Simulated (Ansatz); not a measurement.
All values below come from Ansatz (a quantum-chemistry and plane-wave program) with frozen-core CCSD(T)/def2-SVP // B3LYP-D3(BJ)/def2-SVP. The restricted HF reference is unstable towards unrestricted orbitals.

Ansatz 0.2 input:
```yaml
crystal:
  periodic: [false, false, false]
  atoms:
    - { symbol: N, position_ang: [-4.659199, 0.028848, 0.219315] }
    - { symbol: C, position_ang: [-3.602072, 0.523594, 0.157926] }
    - { symbol: N, position_ang: [-2.458374, 1.18462, 0.08862] }
    - { symbol: C, position_ang: [-1.301829, 0.579042, 0.048078] }
    - { symbol: C, position_ang: [-0.108607, 1.415782, -0.027526] }
    - { symbol: C, position_ang: [1.127914, 0.871069, -0.073258] }
    - { symbol: C, position_ang: [1.301829, -0.57903, -0.048084] }
    - { symbol: N, position_ang: [2.458371, -1.184608, -0.088684] }
    - { symbol: C, position_ang: [3.602081, -0.523576, -0.157734] }
    - { symbol: N, position_ang: [4.659219, -0.028824, -0.218874] }
    - { symbol: C, position_ang: [0.108604, -1.415772, 0.02747] }
    - { symbol: C, position_ang: [-1.127913, -0.871056, 0.073276] }
    - { symbol: H, position_ang: [-0.268371, 2.495326, -0.045072] }
    - { symbol: H, position_ang: [2.022979, 1.494679, -0.129881] }
    - { symbol: H, position_ang: [0.268352, -2.495323, 0.044661] }
    - { symbol: H, position_ang: [-2.022984, -1.494672, 0.129765] }
basis:
  gaussian: { orbitals: def2-SVP }
correlation:
  method: ccsd_t
```

Output:

```
Functional definition: HF
1946 factors; integrals over basis functions are off by at most 1.5e-3 eV
mean field evaluation 1: about -14211.7697 eV, gradient 5.4e1 eV
mean field evaluation 2: about -14211.7864 eV, gradient 5.4e1 eV
mean field evaluation 4: about -14219.8533 eV, gradient 7.7e0 eV
mean field evaluation 8: about -14220.0982 eV, gradient 3.0e-1 eV
mean field evaluation 16: about -14220.0541 eV, gradient 3.0e0 eV
mean field -14220.09880652 eV, -522.5789924106 hartree, gradient 2.2e-6 eV, S^2 0.000000; 0 other end points of the search recorded, 0 dependent functions left out; unrestricted orbitals would lower it
12 core orbitals not correlated
reference -14220.09880652 eV, -522.5789924106 hartree; 28, 28 occupied and 148, 148 virtual orbitals, 1946 factors
second order -44.52627880 eV of doubles, -0.00000000 eV of singles
cycle   1  -43.57275105 eV  change    9.5e-1 eV  update   2.0e-1
cycle   2  -45.00913533 eV  change    -1.4e0 eV  update   7.4e-2
cycle   3  -45.41980209 eV  change   -4.1e-1 eV  update   3.9e-2
cycle   4  -45.46339217 eV  change   -4.4e-2 eV  update   1.4e-2
cycle   5  -45.46197209 eV  change    1.4e-3 eV  update   7.1e-3
cycle   6  -45.46832213 eV  change   -6.4e-3 eV  update   3.0e-3
cycle   7  -45.46802743 eV  change    2.9e-4 eV  update   1.3e-3
cycle   8  -45.46700311 eV  change    1.0e-3 eV  update   7.0e-4
cycle   9  -45.46685838 eV  change    1.4e-4 eV  update   2.9e-4
cycle  10  -45.46701464 eV  change   -1.6e-4 eV  update   1.3e-4
cycle  11  -45.46675577 eV  change    2.6e-4 eV  update   6.1e-5
cycle  12  -45.46676567 eV  change   -9.9e-6 eV  update   2.0e-5
perturbative correction -2.22528702 eV, -0.0817777896 hartree
Total energy: -14267.79085921 eV, -524.3316430200 hartree
```

Cost: very roughly 13 core-minutes.
